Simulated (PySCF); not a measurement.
# Electron correlation in Fe²²⁺ (iron, charge +22)

[He] 2s2, closed-shell 1S. All numbers are calculated (PySCF 2.14, the spin-free X2C one-electron Hamiltonian (Gaussian nucleus), in an even-tempered Gaussian basis (19 s from 5.5 bohr⁻², ratio 2.2; 8 p from 8.6 bohr⁻², ratio 2.4; 6 d from 26 bohr⁻², ratio 2.4; 5 f from 39 bohr⁻², ratio 2.4; 4 g from 58 bohr⁻², ratio 2.4)). Frozen: nothing; 4 electrons correlated; the 9 highest virtual orbitals of each spin left out.

MP2 pair energies summed by pair of shells (mhartree):

```csv
pair,energy,share (%)
2s-2s,-162.06,73.0
1s-1s,-43.79,19.7
1s-2s,-16.02,7.2
```

Total MP2 correlation energy: -221.87 mhartree.

Same-spin part -3.87 and opposite-spin part -218.01 mhartree; SCS-MP2 scales them by 1/3 and 6/5 to -262.90 mhartree.

MP2 falls well short for the outer s pair, which is nearly degenerate with np².
